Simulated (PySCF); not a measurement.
An equivalent PySCF input for N⁺ (nitrogen, charge +1), [He] 2s2 2p2, high-spin 3P determinant, with no relativity, point nucleus:

```python
from pyscf import gto, scf, dft, mp, cc
import basis_set_exchange as bse
mol = gto.M(atom="N 0 0 0", charge=1, spin=2, symmetry="D2h",
            basis=gto.basis.parse(bse.get_basis("pcseg-2", elements=["N"], fmt="nwchem", header=False)))
mf = dft.UKS(mol, xc="B88,P86")
mf.irrep_nelec = {'Ag': (2, 2), 'B1u': (1, 0), 'B2u': (1, 0)}
mf.kernel()
```

It reaches the same state as the run whose output follows, with an energy that differs only through the grid. The run itself started from symmetry-adapted Hartree-Fock orbitals and held the occupation by maximum overlap, on a logarithmic radial grid, so the iterations belong to that start.

```
SCF conv_tol = 1e-09
number electrons alpha = 4  beta = 2
XC functionals = B88,P86
    A. D. Becke.,  Phys. Rev. A 38, 3098 (1988)
    J. P. Perdew.,  Phys. Rev. B 33, 8822 (1986)
cycle= 1 E= -54.0499846367106  delta_E= -0.00308  |g|= 0.00725  |ddm|= 0.0697
cycle= 2 E= -54.0500045558623  delta_E= -1.99e-05  |g|= 0.000879  |ddm|= 0.00293
cycle= 3 E= -54.0500048684535  delta_E= -3.13e-07  |g|= 0.000141  |ddm|= 0.000479
cycle= 4 E= -54.0500048772874  delta_E= -8.83e-09  |g|= 4.27e-06  |ddm|= 0.000109
cycle= 5 E= -54.0500048772977  delta_E= -1.03e-11  |g|= 2.13e-07  |ddm|= 3.44e-06
converged SCF energy = -54.0500048772977  <S^2> = 2.0019166  2S+1 = 3.0012774
```
